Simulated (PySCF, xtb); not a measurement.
Sn(Br)(SH) (BrHSSn), SMILES [SH][Sn][Br] (connectivity only; charge and spin as stated), neutral, multiplicity 1.

GFN2-xTB in xtb at its own geometry gives an orbital gap of 3.26 eV and a dipole moment of 8.67 D.

The structure is a stationary point at r2SCAN-D4/def2-SVP. The def2 effective core potentials stand for the cores of Sn; spin–orbit coupling is left out. Other conformers were not sampled.

Question: What does B3LYP/def2-TZVPD (PySCF) give? (The exact figures need the calculation; the answer reports its results.)

Answer: gap 4.06 eV (levels -7.20 and -3.15 eV), dipole 3.49 D.
